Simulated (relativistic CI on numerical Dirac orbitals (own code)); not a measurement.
# Re⁵⁺: 4d photoemission

Computed with this model: Dirac-Coulomb-Breit CI, separate exchange-only KLI orbitals for each configuration, a model potential for QED, valence Slater integrals scaled by 0.8, multiplet model of photoemission in the sudden approximation; configurations [Xe] 4f14 5d2 → [Kr] 4d9 4f14 5s2 5p6 5d2; 300 K; Lorentzian 4.9 eV and Gaussian 0.6 eV FWHM. Energies are those of the free ion, without screening or charge transfer. The energies are binding energies and can lie tens of eV above those of solids. S is read from ⟨S²⟩ = S(S + 1).

free ion: ground-state S = 0.93, centroid 342.72 eV. Peaks (eV, height): 337.0 (100), 350.6 (62).

Strongest unbroadened transitions for free ion:

```
Energy (eV)  Relative strength
     336.83               37.9
     336.84               49.7
     336.90               19.8
     337.12              100.0
     337.24               77.2
     338.14                3.3
     338.63                3.7
     339.17                2.6
     339.23                1.8
     342.51                2.8
     350.39               19.3
     350.53               78.9
     350.68               57.9
     351.89                1.2
     352.29               12.4
     353.65                3.5
     354.13               16.0
     354.59                5.1
```
